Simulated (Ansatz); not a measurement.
Gas-phase electronic energies from Ansatz, PBE0-D4/def2-TZVP geometries. CCSD(T)/CBS is the MP2 limit (def2-TZVPP, def2-QZVPP) plus CCSD(T) − MP2 in def2-TZVPP, frozen cores. DFT in def2-TZVPP. B3LYP here is the variant with VWN-RPA as its local correlation; programs differ in this. One conformer a species, not always the lowest.

`B[SiH](C)B[SiH3]` + `CC[SiH2]C` → `B[SiH](C)CC` + `C[SiH2]B[SiH3]`  (formal exchange of groups at a B–Si bond)

```json
{"level": "PBE0-D4", "ΔE (kJ/mol)": "13.3"}
{"level": "B3LYP-D4", "ΔE (kJ/mol)": "12.7"}
{"level": "ωB97X-V", "ΔE (kJ/mol)": "9.0"}
{"level": "ωB97M-V", "ΔE (kJ/mol)": "10.8"}
{"level": "B2PLYP", "ΔE (kJ/mol)": "11.5"}
{"level": "CCSD(T)/def2-TZVPP", "ΔE (kJ/mol)": "11.6"}
{"level": "MP2/CBS(def2)", "ΔE (kJ/mol)": "11.8"}
{"level": "CCSD/CBS(def2)", "ΔE (kJ/mol)": "9.4"}
```

**Question.** What does CCSD(T)/CBS give? (An estimate is asked.)

**Answer.** The calculation gave: +11.5 kJ/mol. The listed levels differ from it by 1.8, 1.2, -2.5, -0.7, 0.0, 0.1, 0.3, -2.1 kJ/mol.

Largest T1 diagnostic among the species: 0.015.

In def2-TZVPP, CCSD(T) changes the Hartree–Fock value by +8.0 kJ/mol (the triples alone add +2.0 kJ/mol) and MP2 by +8.3 kJ/mol. From PBE to PBE0 (25 % exact exchange), in def2-TZVPP and without D4, ΔE moves by −3.7 kJ/mol.
